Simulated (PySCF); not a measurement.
## Continuum solvent and chemical shifts

Bonds (- single, = double, # triple, : aromatic): O1=C2 1.197 Å, C2-C3 1.515 Å, C3-O4 1.416 Å, O4-C5 1.430 Å, C5-C6 1.526 Å, C6-F7 1.360 Å, C2-C8 1.546 Å, C8-F9 1.335 Å, C8-F10 1.320 Å, C8-F11 1.329 Å, C6-C3 1.545 Å. C3 carries H12; C5 carries H13, H14; C6 carries H15. Stereochemistry as in O=C([C@@H]1OC[C@@H]1F)C(F)(F)F. H13 is cis to C2 on the ring; H14 is trans to C2 on the ring.

GIAO PBE0/pcSseg-1 in PySCF 2.14 on one PBE0-D3(BJ)/def2-SVP conformer, non-relativistic, equivalent nuclei averaged. Solvents enter as an IEF-PCM continuum (chloroform with ε = 4.7) around the gas-phase geometry. Shifts are referred to TMS, CFCl3 computed in the same medium.

Gas phase, δ in ppm: C2 199.6, C8 120.1, C3 89.9, C6 88.3, C5 79.6, F9/F10/F11 -90.6, F7 -198.3, H15 5.33, H12 5.10, H13 5.04, H14 4.87. Dipole moment 3.67 D.

Task: How does each δ change in the continuum?

Result: 
| atoms | environment | Δδ, chloroform |
| --- | --- | --- |
| C2 | ketone carbonyl carbon | +3.3 |
| C8 | CF3 carbon | +0.7 |
| C3 | sp3 CH bonded to O, α to a carbonyl | +1.8 |
| C6 | sp3 CH bonded to F | +1.9 |
| C5 | sp3 CH2 bonded to O | +1.6 |
| F9/F10/F11 | fluorine of a CF3 group | +1.0 |
| F7 | fluorine on an sp3 carbon | -1.6 |
| H15 | hydrogen on an sp3 CH bonded to F | +0.28 |
| H12 | hydrogen on an sp3 CH bonded to O, α to a carbonyl | +0.30 |
| H13 | hydrogen on an sp3 CH2 bonded to O | +0.07 |
| H14 | hydrogen on an sp3 CH2 bonded to O | +0.23 |

Changes are relative to the gas phase. The dipole moment becomes 4.29 D in chloroform.

Task: Which of the listed nuclei move most (in ppm), and what does the model miss? (N and O are left out, as their reference compounds move with the solvent too.)

Result: C2 (ketone carbonyl carbon, +3.3 ppm) in chloroform. A continuum only polarises the solute; specific hydrogen bonds, the anisotropy of aromatic solvents and changes of geometry or conformer are outside it.
